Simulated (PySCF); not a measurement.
## Dy⁴¹⁺: ionisation energy

Dy⁴¹⁺ [Ar] 3d7 (4F) → Dy⁴²⁺ [Ar] 3d6 (5D), as a difference of total energies. Computed with PySCF 2.14 in an uncontracted even-tempered set (16 s from 7.7 bohr⁻², ratio 2.5; 11 p from 10 bohr⁻², ratio 2.5; 8 d from 10 bohr⁻², ratio 2.5; 4 f from 41 bohr⁻², ratio 2.7; 3 g from 62 bohr⁻², ratio 2.7), with no relativity, point nucleus. Correlated levels: outer shells: [Ne] frozen; virtual orbitals above 40 to 60 times the deepest correlated orbital energy dropped. The calculations carry no spin-orbit coupling.

```tsv
method	ionisation energy (eV)
UHF	3223.0
LDA	3222.9
PBE	3223.8
PBE0	3224.1
r2SCAN	3225.6
M06-L	3225.0
M06	3222.7
MP2 (outer shells)	3224.1
SCS-MP2 (outer shells)	3224.3
```

Spin-orbit coupling is strong in these open shells (close to jj coupling). The scalar numbers leave it out and a first-order estimate fails, so it can dominate the gap to the real levels.

All relativistic terms are absent from these numbers, so their closeness to the reference says little about the methods.

For comparison: 3217 ± 4 eV (theoretical estimate listed by NIST; NIST Atomic Spectra Database, ionization energies).
